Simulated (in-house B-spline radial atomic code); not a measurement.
The numbers below are computed, except where a source is named.
# C6 from the polarisability at imaginary frequency: the lead ion Pb⁴⁺

RPBE linear response of the closed shell [Xe] 4f14 5d10, from an all-electron radial atomic-structure program (B-spline basis); scalar-relativistic (spin-free one-electron X2C), finite nucleus, no spin-orbit coupling; shells from n = 3 respond.

The dispersion coefficient of two like species is C6 = (3/π) ∫ α(iu)² du from 0 to ∞.

```json
{"u (hartree)": "0", "α(iu) (bohr³)": "3.863"}
{"u (hartree)": "0.335", "α(iu) (bohr³)": "3.684"}
{"u (hartree)": "0.783", "α(iu) (bohr³)": "3.116"}
{"u (hartree)": "1.34", "α(iu) (bohr³)": "2.398"}
{"u (hartree)": "2.24", "α(iu) (bohr³)": "1.578"}
{"u (hartree)": "3.35", "α(iu) (bohr³)": "1.009"}
{"u (hartree)": "5.03", "α(iu) (bohr³)": "0.5901"}
{"u (hartree)": "7.83", "α(iu) (bohr³)": "0.3124"}
{"u (hartree)": "11.2", "α(iu) (bohr³)": "0.1843"}
{"u (hartree)": "16.8", "α(iu) (bohr³)": "0.1006"}
{"u (hartree)": "28", "α(iu) (bohr³)": "0.04587"}
{"u (hartree)": "55.9", "α(iu) (bohr³)": "0.01479"}
```

Question: Fit one oscillator, α(iu) = α(0)/(1 + u²/ω²), through u = 1.34 and estimate C6.

Answer: From α(0)/α(iu) − 1 = 3.863/2.398 − 1 = 0.6109, ω = u/√0.6109 = 1.7144 hartree (46.7 eV). London's formula gives C6 = (3/4) α(0)² ω = 0.75 × 3.863² × 1.7144 = 19.19 hartree·bohr⁶, and the oscillator holds f = α(0) ω² = 11.35 electrons, of a sum of oscillator strengths of 71.6.

Question: How does that compare with the full integral?

Answer: The program's quadrature over all excitations gives C6 = 20.55, so the single oscillator is off by -6.6 %. At the last point the fit gives α = 0.00363 against 0.0148: higher excitations, and deeper shells where there are any, keep the true curve higher at large u.
